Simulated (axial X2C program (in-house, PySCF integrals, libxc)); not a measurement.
# Spin–orbit effects down a group: molecules with K (ions), MP2

Calculated with an axial X2C code built on PySCF integrals, spin-free (one-electron X2C) or two-component (2c: spin–orbit coupling with atomic mean-field Coulomb and Gaunt terms, which also bring small scalar terms), in Dyall basis sets with cores contracted in-house; open shells are unrestricted.

Basis sets: H dyall-v3z, K dyall-cv3z, Li dyall-cv3z, Na dyall-cv3z. Frozen shells (counts by l): KH⁺ K 2s1p, H none, 9 electrons correlated; LiK⁺ K 2s1p, Li 1s, 9 electrons correlated; NaK⁺ K 2s1p, Na 2s1p, 9 electrons correlated. Where the outer core of a metal is frozen, bonds come out longer and ionisation energies lower.

| molecule | spin-free state | Re (Å) | ωe (cm⁻¹) | De (eV) | 2c state | Re 2c (Å) | ωe 2c (cm⁻¹) | De 2c (eV) |
| --- | --- | --- | --- | --- | --- | --- | --- | --- |
| KH⁺ | M_S = 1/2, Λ = 0 | 3.067 | 220.4 | 0.04 | Ω = 1/2 | 3.067 | 220.4 | 0.04 |
| LiK⁺ | M_S = 1/2, Λ = 0 | 3.885 | 152.5 | 0.59 | Ω = 1/2 | 3.885 | 152.5 | 0.59 |
| NaK⁺ | M_S = 1/2, Λ = 0 | 4.135 | 90.6 | 0.60 | Ω = 1/2 | 4.135 | 90.6 | 0.60 |

Fragments in 2c: K+ + H, K+ + Li, K+ + Na. Each entry is the lowest single determinant of a limited PBE0 search at one distance. De goes to single-determinant-based atoms at the same level (for ions the charge split of lowest energy) and is withheld (n/a) where an atom does not fit its ground term or J level. Main or longest-lived isotopes.
